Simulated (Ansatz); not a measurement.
Consider the ligand exchange at the Si–C bond: `[SiH3]CN[SiH2]Cl` + `CC[SiH2]O` → `CC[SiH2]O[SiH3]` + `CN[SiH2]Cl`.

Program: Ansatz. Geometries: PBE0-D4/def2-TZVP. ΔE: electronic, gas phase. CBS: MP2 limit from def2 TZ/QZ plus the TZ coupled-cluster correction, frozen cores. Each species was taken in one conformer, which may not be the lowest.

`[SiH3]CN[SiH2]Cl`:

```xyz
13

Si    0.869   -1.747    1.003
C     0.732   -0.019    0.256
N    -0.660    0.340    0.020
Si   -1.160    1.389   -1.222
Cl   -0.572    3.359   -0.967
H     0.394   -2.766    0.032
H     2.276   -2.040    1.387
H     0.011   -1.808    2.218
H     1.263   -0.024   -0.702
H     1.257    0.712    0.886
H    -1.245    0.264    0.839
H    -0.528    0.957   -2.488
H    -2.638    1.383   -1.262
```

`CC[SiH2]O`:

```xyz
12

C    -1.412    0.485   -0.203
C    -0.546   -0.699    0.221
Si    1.280   -0.431   -0.070
O     1.864    0.875    0.760
H    -1.281    0.718   -1.263
H    -1.161    1.384    0.366
H    -2.475    0.289   -0.041
H    -0.698   -0.924    1.282
H    -0.838   -1.603   -0.327
H     1.509   -0.243   -1.534
H     2.064   -1.594    0.415
H     1.693    1.743    0.395
```

`CC[SiH2]O[SiH3]`:

Z-matrix (Å, degrees):
```
C
C 1 1.526
H 1 1.093 2 111.4
H 1 1.093 2 111.6 3 120.1
H 1 1.093 2 111.4 3 -119.7
Si 2 1.866 1 113.9 3 60.7
H 2 1.096 1 110.5 3 -61.7
H 2 1.097 1 110.6 3 -178.4
O 6 1.641 2 110.9 1 -57.8
H 6 1.490 2 110.1 1 -178.8
H 6 1.487 2 110.4 1 60.5
Si 9 1.631 6 146.0 2 -56.7
H 12 1.483 9 108.5 6 178.1
H 12 1.488 9 110.3 6 58.3
H 12 1.487 9 110.5 6 -61.8
```

`CN[SiH2]Cl`:

```xyz
10

C    -0.697   -1.191   -0.298
N     0.512   -0.448   -0.002
Si    0.580    1.245    0.096
Cl   -0.414    2.063    1.723
H    -1.280   -1.440    0.597
H    -0.464   -2.118   -0.828
H    -1.338   -0.595   -0.953
H     1.191   -0.975    0.525
H     1.999    1.640    0.230
H    -0.090    1.820   -1.091
```

```
           species  CCSD(T)/CBS(def2) energy (Eh)
`[SiH3]CN[SiH2]Cl`                    -1135.56713
       `CC[SiH2]O`                     -445.22590
 `CC[SiH2]O[SiH3]`                     -735.54630
      `CN[SiH2]Cl`                     -845.29269
```

**Question.** Work out ΔE.

**Answer.** ΔE = (-735.54630) + (-845.29269) − (-1135.56713) − (-445.22590) = -0.04596 Eh = -120.7 kJ/mol.

Largest T1 diagnostic among the species: 0.011.

In def2-TZVPP, CCSD(T) changes the Hartree–Fock value by +23.9 kJ/mol (the triples alone add +3.5 kJ/mol) and MP2 by +22.1 kJ/mol. From PBE to PBE0 (25 % exact exchange), in def2-TZVPP and without D4, ΔE moves by −7.1 kJ/mol.
